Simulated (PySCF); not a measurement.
Molecule (SMILES): [C]=C=[C] (closed-shell singlet).
Geometry (B3LYP-D3(BJ)/def2-TZVP, fixed):
```xyz
3

C      0.0000     0.0000    -1.2873
C      0.0000     0.0000     0.0000
C      0.0000     0.0000     1.2873
```

How fast the isotropic shielding of C1 converges with the basis for several methods (PySCF): deviation from each method's own reference, in ppm. References: HF -205.70 ppm, the value in pcseg-3; PBE -191.31 ppm, the value in pcseg-3; PBE0 -196.29 ppm, the value in pcseg-3. All functions are spherical. No added dispersion term, no relativity. GIAO; atoms are numbered in the order shown.

| basis | functions | HF | PBE | PBE0 |
|---|---|---|---|---|
| pcSseg-0 | 27 | -29.19 | -21.09 | -22.10 |
| 3-21G | 27 | 66.06 | 68.20 | 69.04 |
| 6-31G** | 42 | 45.86 | 47.71 | 47.34 |
| 6-311G** | 54 | 15.27 | 9.17 | 12.15 |
| pcseg-2 | 90 | -0.36 | 1.41 | 1.02 |
| 6-311++G(3df,3pd) | 117 | 16.81 | 15.02 | 15.79 |
| cc-pCVTZ | 129 | 13.34 | 1.30 | 4.71 |
| def2-QZVPP | 171 | 7.58 | 5.36 | 6.03 |

Mean absolute deviation over 6-311G**, pcseg-2, 6-311++G(3df,3pd), cc-pCVTZ: PBE 6.72, PBE0 8.42, HF 11.44 ppm.
